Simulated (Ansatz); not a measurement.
Computed with Ansatz on PBE0-D4/def2-TZVP structures; ΔE is electronic, products minus reactants. CCSD(T)/CBS adds triple-zeta CCSD(T) − MP2 to the extrapolated MP2 energy (def2 sets, frozen cores). DFT in def2-TZVPP. B3LYP here is the variant with VWN-RPA as its local correlation; programs differ in this. def2 core potentials past Kr. For Se, Sn outer-core shells are correlated without core-valence functions, which leaves a few kJ/mol of doubt a bond. Scalar relativity is left out up to krypton. Each species was taken in one conformer, which may not be the lowest.

Consider the formal exchange of groups at the Se–Sn bond: `[Cl][SnH]([Cl])[SeH]` + `CC(O)F` → `CC(O)(F)[SeH]` + `[Cl][SnH2][Cl]`.

```tsv
level	ΔE (kJ/mol)	difference from CCSD(T)/CBS
PBE-D4	118.2	-10.1
r2SCAN-D4	119.7	-8.6
PBE0-D4	124.2	-4.1
B3LYP-D4	125.2	-3.1
ωB97X-V	119.0	-9.3
ωB97M-V	119.7	-8.6
B2PLYP	125.7	-2.6
PBE	119.0	-9.3
r2SCAN	119.8	-8.5
PBE0	124.5	-3.8
B3LYP	126.4	-1.9
HF/def2-TZVPP	138.8	10.5
MP2/def2-TZVPP	123.7	-4.6
SCS-MP2/def2-TZVPP	122.8	-5.5
CCSD/def2-TZVPP	121.6	-6.7
CCSD(T)/def2-TZVPP	118.6	-9.7
HF/def2-QZVPP	139.9	11.6
MP2/def2-QZVPP	129.7	1.4
SCS-MP2/def2-QZVPP	128.3	0.0
HF/CBS(def2)	140.1	11.8
MP2/CBS(def2)	133.4	5.1
CCSD/CBS(def2)	131.4	3.1
CCSD(T)/CBS	128.3	0
```

Largest T1 diagnostic among the species: 0.011.

In def2-TZVPP, CCSD(T) changes the Hartree–Fock value by −20.2 kJ/mol (the triples alone add −3.1 kJ/mol) and MP2 by −15.1 kJ/mol. From PBE to PBE0 (25 % exact exchange), in def2-TZVPP and without D4, ΔE moves by +5.5 kJ/mol.
